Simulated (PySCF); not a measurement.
SMILES OB(O)[SiH2][SiH2]c1ccco1 (C4H9BO3Si2) at its GFN2-xTB optimised geometry (Å):

```
19

O     -4.4206    -3.7657    -1.7902
B     -3.8370    -2.9309    -2.6771
O     -3.8745    -3.3138    -3.9848
Si    -3.0100    -1.2977    -1.9442
Si    -1.6788    -1.6152    -0.0702
C     -0.3731    -0.2716     0.0000
C      0.9957    -0.2716     0.0000
C      1.4075     1.0798     0.0000
C      0.2606     1.8122    -0.0029
O     -0.8134     1.0107    -0.0053
H     -4.8203    -4.5514    -2.1710
H     -3.4716    -2.7371    -4.6306
H     -2.2127    -0.6049    -2.9899
H     -4.0226    -0.2721    -1.6237
H     -0.9109    -2.8707    -0.0407
H     -2.4111    -1.5605     1.2040
H      1.6255    -1.1377     0.0039
H      2.4111     1.4540     0.0012
H      0.0869     2.8707    -0.0019
```

Calculation: PBE/def2-SVP (PySCF 2.14.0). Cells within 0.4 Å of a nucleus heavier than hydrogen are left out (blank, or x).

Map of the log10 of the electron density (e/bohr³), floored at −4 on the plane z = 0.0 Å:

```
|0000000000000000000000000|
|0000000000000000000000000|
|0000000000122210000000000|
|0000000001244432000000000|
|0000000002456653110000000|
|0000000013578864322100000|
|0000000123578875444320000|
|000000024567xx87666531000|
|000000246788xx88888642000|
|0000002579x9888xx88642000|
|0000113579x9778xx87532000|
|0111223468987788875421000|
|01223334578x88xx864310000|
|12233455678x98xx864210000|
|1223456677888788875210000|
|01234668x8776678875200000|
|01234679x9765456654200000|
|0123456797764334442100000|
|0112345678865322221000000|
|0112234568875310000000000|
|1221223456764210000000000|
|1221112345543100000000000|
|1111001123321000000000000|
|0000000011110000000000000|
|0000000000000000000000000|
```
Scale: ten equal steps from -4.00 (start of '0') to -0.116 (end of '9'), in the order '0123456789'; x runs from -5.00 to 5.00, y from -5.00 (bottom) to 5.00 (top).
